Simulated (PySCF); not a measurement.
## SbH₅ + PH₃ → SbH₃ + PH₅

Level: PBE0 in the def2-TZVP basis family, computed in PySCF with density fitting; scalar-relativistic core potentials for atoms from Rb on, none lighter, no spin–orbit coupling; open shells unrestricted.

```csv
species,state and structure,E (Eh),ZPE (kJ/mol),H(298 K) − H(0) (kJ/mol),S° (J/(mol K))
SbH₅,"singlet, D3h, Sb–H 1.710 Å (×3), Sb–H 1.771 Å (×2)",-243.11889,88.1,12.0,241.2
PH₃,"singlet, C3v, P–H 1.420 Å (×3); H–P–H 93.1° (×3)",-343.01607,63.0,10.1,210.2
SbH₃,"singlet, C3v, Sb–H 1.708 Å (×3); H–Sb–H 91.4° (×3)",-242.02994,50.3,10.5,232.7
PH₅,"singlet, D3h, P–H 1.427 Å (×3), P–H 1.481 Å (×2)",-344.12888,109.9,11.2,217.5
```

Question: What is the electronic reaction energy?

Answer: At PBE0/def2-TZVP, ΔE = -62.6 kJ/mol from the differences of the total energies times 2625.5, downhill. The heavier antimony gives up the higher oxidation state, the inert-pair effect.

Question: Add zero-point, thermal and entropy terms for 298.15 K and 1 bar.

Answer: ΔZPE = 9.1 and Δ[H(298) − H(0)] = -0.4 kJ/mol give ΔH° = -53.9 kJ/mol. ΔS° = -1.2 J/(mol K), so ΔG° = -53.9 − 298.15 × (-0.0012) = -54 kJ/mol and log₁₀K = 9.4.

The structures come from searches over a few start shapes, so lower isomers are not excluded.
